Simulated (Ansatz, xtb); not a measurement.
# Ranking isomers of F2H3InSi

3 gas-phase structures of F2H3InSi, found in a search over its isomers (lower ones may exist). Each was relaxed with GFN2-xTB; where two conformers were screened, the lower at r2SCAN-D4/def2-SVP is listed:

A. `F[SiH2][InH][F]`, a singlet
B. `F[SiH](F)[InH2]`, a singlet
C. `[F][In]([F])[SiH3]`, a singlet

**Question.** Make a reasoned guess at their ranking by r2SCAN-D4/def2-SVP single-point energy.

**Answer.** Calculated order at r2SCAN-D4/def2-SVP: B (0.0), A (11.5), C (18.5) kcal/mol.

Energies above the lowest of each column, in kcal/mol; the last columns are at PBE0-D3(BJ)/def2-SVP geometries:

| structure | GFN2-xTB | HF/STO-3G | r2SCAN-D4/def2-SVP | PBE0-D3(BJ)/def2-SVP | CCSD(T)/def2-SVP + ΔMP2/def2-TZVPP |
| --- | --- | --- | --- | --- | --- |
| B | 11.7 | 0.0 | 0.0 | 0.0 | 0.0 |
| A | 1.8 | 7.6 | 11.5 | 13.4 | 15.8 |
| C | 0.0 | 10.9 | 18.5 | 21.3 | 26.8 |

CCSD(T)/def2-SVP + ΔMP2/def2-TZVPP puts B lowest; GFN2-xTB picks C. Some further structures that were screened fall inside this span and aren't listed. Flexible structures stand in one conformer each, not always the lowest. The ΔMP2 step shifts differences by up to 8.8 kcal/mol, which makes them less sure. Atoms past krypton carry core potentials in the def2 sets, without spin–orbit terms. ΔMP2 is the change of the MP2 energy from the smaller to the larger basis.

Programs: Ansatz 0.2.0, xtb 6.7.1.
